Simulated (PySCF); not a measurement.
Input for PySCF: R-BP86/6-31G* on ClH5OSi (a complex), monomers drawn apart or pushed together.

```python
from pyscf import gto, scf, dft, mp
from pyscf.data.elements import chemcore

mol = gto.M(
    atom='''
    Cl   -0.82228556    0.45499640   -0.43238706
    H    -0.72558065   -0.38573706    0.53624912
    O     0.39233614   -0.29421151    5.13697736
    Si    0.15710532    0.22447384    3.58918089
    H     1.12942925   -0.88020750    5.32401288
    H     1.37473641    0.84560298    3.01852760
    H    -0.95510941    1.18934947    3.63877865
    H    -0.22132237   -0.91056552    2.69903748
    ''',
    basis='6-31g*',
    cart=True,
    charge=0, spin=0, verbose=3, max_memory=1800)
mf = dft.RKS(mol, xc='b88,p86')
mf.conv_tol = 1e-8
mf.max_cycle = 100
mf.kernel()
if not mf.converged:
    mf = mf.newton().run(mf.mo_coeff, mf.mo_occ)
```

It printed:

```
converged SCF energy = -827.967669492288
```

The run converged.

Cost: roughly 11 core-seconds.
